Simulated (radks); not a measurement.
Ionisation of the nitrogen ion N3+, [He] 2s2, to [He] 2s1 as the strength of local exchange is varied. Method: scalar-relativistic Kohn-Sham, Slater X-alpha exchange (alpha = 2/3 is LDA exchange), no correlation, spin-polarised, spherical densities, finite nucleus; Fermi nuclear charge, rms radius 2.5582 fm; computed with a radial shooting solver on a logarithmic mesh with Libxc functionals.

| alpha | E(N3+) (hartree) | exchange (hartree) | IE (eV) | -e of the level emptied (eV) | <r> of it (bohr) |
|---|---|---|---|---|---|
| 0.565 | -49.78446 | -3.73981 | 72.359 | 64.123 (2s) | 1.127 |
| 0.576 | -49.85730 | -3.81590 | 72.546 | 64.346 (2s) | 1.125 |
| 0.667 | -50.46234 | -4.45018 | 74.108 | 66.200 (2s) | 1.113 |
| 0.745 | -50.98436 | -5.00067 | 75.461 | 67.810 (2s) | 1.103 |
| 0.762 | -51.09855 | -5.12149 | 75.758 | 68.164 (2s) | 1.100 |
| 0.839 | -51.61764 | -5.67245 | 77.109 | 69.777 (2s) | 1.090 |
| 0.898 | -52.01746 | -6.09877 | 78.154 | 71.026 (2s) | 1.083 |
| 1.047 | -53.03520 | -7.19144 | 80.826 | 74.230 (2s) | 1.064 |

NIST Atomic Spectra Database: 77.474 eV (measured). The Delta-SCF value meets it near alpha = 0.86.
